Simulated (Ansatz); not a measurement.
A run for Ansatz (a program for electronic structure): R-MP2/aug-cc-pV(T+d)Z on C2H2F2OSi (SMILES FC1=CO[Si@H]1F), atoms moved off the minimum. Files ending in .json are basis or fitting sets from the Basis Set Exchange.

Ansatz 0.2 input:
```yaml
crystal:
  periodic: [false, false, false]
  atoms:
    - {symbol: F, position_ang: [2.10844520, -0.30493806, 0.97726912]}
    - {symbol: C, position_ang: [0.96476618, 0.02648984, 0.36710345]}
    - {symbol: C, position_ang: [0.78834027, 1.19599668, -0.40532927]}
    - {symbol: O, position_ang: [-0.60752124, 1.10939807, -0.71840423]}
    - {symbol: Si, position_ang: [-0.85192230, -0.19811665, 0.16026693]}
    - {symbol: F, position_ang: [-1.38033873, -1.45526242, -0.58135078]}
    - {symbol: H, position_ang: [1.35863772, 1.96030533, -0.76894546]}
    - {symbol: H, position_ang: [-1.71315328, -0.02288901, 1.38909712]}
basis:
  gaussian:
    orbitals: aug-cc-pV_T+d_Z.json
magnetization: {spin_polarized: false}
correlation: {method: mp2, electrons: outside_noble_gas}
scf: {lower_state_search: off}
output: {forces: true}
```

It printed:

```
WARN ansatz: RAYON_NUM_THREADS=8 ignored (pool sized by the plan → 8); use --threads N
Functional definition: HF
these checks for a lower state are left out or cut short: starts, cluster_reference, orbital_swaps, neighbouring_geometries, increment
integrals: 1.24 GiB planned
1996 factors; integrals over basis functions are off by at most 1.0e-3 eV
2.18 GiB of device memory are held for the factors and their scratch space
mean field: 1.70 GiB planned
mean field evaluation 1: about -17404.6234 eV, gradient 4.3e1 eV
mean field evaluation 2: about -17404.9033 eV, gradient 4.3e1 eV
mean field evaluation 4: about -17408.4509 eV, gradient 4.5e0 eV
mean field evaluation 8: about -17408.5207 eV, gradient 3.6e-1 eV
mean field -17408.52128696 eV, -639.7513573761 hartree, gradient 7.2e-6 eV, S^2 0.000000; 0 other end points of the search recorded, 0 dependent functions left out; unrestricted orbitals would lower it
10 core orbitals not correlated
reference -17408.52128696 eV, -639.7513573761 hartree; 17, 17 occupied and 304, 304 virtual orbitals, 1996 factors
densities: 0.28 GiB planned
second order -31.96608488 eV of doubles, -0.00000000 eV of singles
the calculation of the forces begins
mean field evaluation 16: about -17408.1638 eV, gradient 1.8e0 eV
2.18 GiB of device memory are held for the factors and their scratch space
Total energy: -17440.48737184 eV, -640.9260893280 hartree
Atom 0 at     2.108445    -0.304938     0.977269 Å, force    -0.245366    -0.319969    -0.013149 eV/Å
Atom 1 at     0.964766     0.026490     0.367103 Å, force     1.049204     2.701400    -1.289839 eV/Å
Atom 2 at     0.788340     1.195997    -0.405329 Å, force    -1.800697    -5.046056     2.584010 eV/Å
Atom 3 at    -0.607521     1.109398    -0.718404 Å, force     0.125916     2.740146    -2.130466 eV/Å
Atom 4 at    -0.851922    -0.198117     0.160267 Å, force    -0.281130    -1.122528     3.192301 eV/Å
Atom 5 at    -1.380339    -1.455262    -0.581351 Å, force    -0.459939    -0.923459    -0.758205 eV/Å
Atom 6 at     1.358638     1.960305    -0.768945 Å, force     1.238627     1.982260    -0.822859 eV/Å
Atom 7 at    -1.713153    -0.022889     1.389097 Å, force     0.373385    -0.011794    -0.761794 eV/Å
Dipole moment:    -0.014920     0.186964     0.052426 e Å
Checks for a lower state left out: starts, cluster_reference, orbital_swaps, neighbouring_geometries, increment
```

Self-consistency was reached.
